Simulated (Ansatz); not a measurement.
`[NH]=[Nb]([NH2])([Cl])[Cl]` + H–F → `[NH]=[Nb]([F])([Cl])[Cl]` + NH₃ at 600 K and 1 bar (ligand exchange at the Nb–N bond).

Gas-phase electronic energies from Ansatz, PBE0-D4/def2-TZVP geometries. CCSD(T)/CBS adds triple-zeta CCSD(T) − MP2 to the extrapolated MP2 energy (def2 sets, frozen cores). This one scheme is used for every species. Elements past krypton have def2 core potentials. For Nb outer-core shells are correlated without core-valence functions, which leaves a few kJ/mol of doubt a bond. Each species was taken in one conformer, which may not be the lowest.

```json
{"species": "`[NH]=[Nb]([NH2])([Cl])[Cl]`", "CCSD(T)/CBS energy (Eh)": "-1087.87714", "H − E (kJ/mol)": "172.6", "S (J/(mol·K))": "460.0"}
{"species": "H–F", "CCSD(T)/CBS energy (Eh)": "-100.39570", "H − E (kJ/mol)": "42.3", "S (J/(mol·K))": "194.0"}
{"species": "`[NH]=[Nb]([F])([Cl])[Cl]`", "CCSD(T)/CBS energy (Eh)": "-1131.78423", "H − E (kJ/mol)": "102.7", "S (J/(mol·K))": "435.9"}
{"species": "NH₃", "CCSD(T)/CBS energy (Eh)": "-56.50880", "H − E (kJ/mol)": "112.4", "S (J/(mol·K))": "219.5"}
```

H − E and S are ideal-gas, rigid-rotor, harmonic terms from PBE0-D4/def2-TZVP, for one conformer and one mirror image of each species. 1 Eh = 2625.50 kJ/mol, R = 8.31446 J/(mol·K).

Task: By hand: ΔE, ΔH, ΔS and ΔG.

Result: ΔE = (-1131.78423) + (-56.50880) − (-1087.87714) − (-100.39570) = -0.02019 Eh = -53.0 kJ/mol. Δ(H − E) = 102.7 + 112.4 − 172.6 − 42.3 = 0.2, so ΔH = -52.8 kJ/mol. ΔS = 435.9 + 219.5 − 460.0 − 194.0 = 1.4 J/(mol·K). ΔG = -52.8 − 600 × (1.4)/1000 = -53.6 kJ/mol.

Task: By hand: the equilibrium constant, and the temperature at which ΔG would vanish if ΔH and ΔS stayed fixed.

Result: log₁₀ K = −ΔG/(RT ln 10) = 4.7. ΔH and −TΔS have one sign here, so there is no such temperature.

The number of gas molecules stays the same, so ΔS is small and ΔH decides. A doubt of 5 kJ/mol in ΔE shifts log₁₀ K by 0.4 here. Other conformers and mirror images would add mixing entropy, several J/(mol·K) or more a flexible species. These are equilibria of isolated gas molecules and say nothing of rates. Largest T1 diagnostic: 0.020 (customary marks: 0.02 for closed shells, 0.045 for open ones).

ΔS is within the doubt of such terms, so its sign, and with it that verdict, could turn.
